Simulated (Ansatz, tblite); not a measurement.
Isomers of Te2Pd⁻ (doublet), found by a short tight-binding search and relaxed with PBE-D4/def2-TZVPD in Ansatz.

In the def2 sets Pd, Te take a core potential; there is no spin–orbit coupling. The xTB rows come from tblite.

Run but left out: HF/def2-SVPD, HF/def2-TZVPD, MP2/def2-SVPD, CCSD/def2-SVPD, CCSD(T)/def2-SVPD (B: ⟨S²⟩ 1.52 to 1.53, where a pure state has 0.75).

A: At PBE-D4/def2-TZVPD, r2SCAN-D4/def2-TZVPD, B97M-V/def2-TZVPD the highest occupied level of the charge -1 doublet lies above zero (up to 0.39 eV). It is a level of β spin, whose loss leaves a triplet; that state wasn't run at this geometry and level. The electron is either unbound and held by the finite basis, or the level is raised by self-interaction error. At PBE-D4/def2-TZVPD the gap within one spin of the charge -1 doublet nearly closes, so an electron or hole may be smeared out by delocalisation error.

Other spin states were run for one of them alone.

A:

```xyz
3

Pd   -0.242    0.994    0.979
Te    1.497   -0.074   -0.579
Te   -1.256   -0.920   -0.400
```

B:

```xyz
3

Pd   -0.2738   -1.1413   -0.2106
Te   -0.0287    0.9134   -1.5372
Te    0.3026    0.2278    1.7478
```

Task: Estimate their order by electronic energy at PBE0-D4/def2-TZVPD, counted from the lowest.

Result: A (0.0) < B (16.3), in kJ/mol.

Task: Do the other levels pick the same lowest one?

Result: Not PBE-D4/def2-TZVPD, r2SCAN-D4/def2-TZVPD. Energies above each level's lowest (kJ/mol):

```csv
level,A,B
GFN1-xTB,0.0,76.3
GFN2-xTB,0.0,33.3
PBE-D4/def2-TZVPD,9.7,0.0
r2SCAN-D4/def2-TZVPD,7.4,0.0
B97M-V/def2-TZVPD,0.0,1.7
PBE0-D4/def2-TZVPD,0.0,16.3
```
Point groups (tolerance 0.1 Å): A C2v, B C2v. Lower isomers may exist.
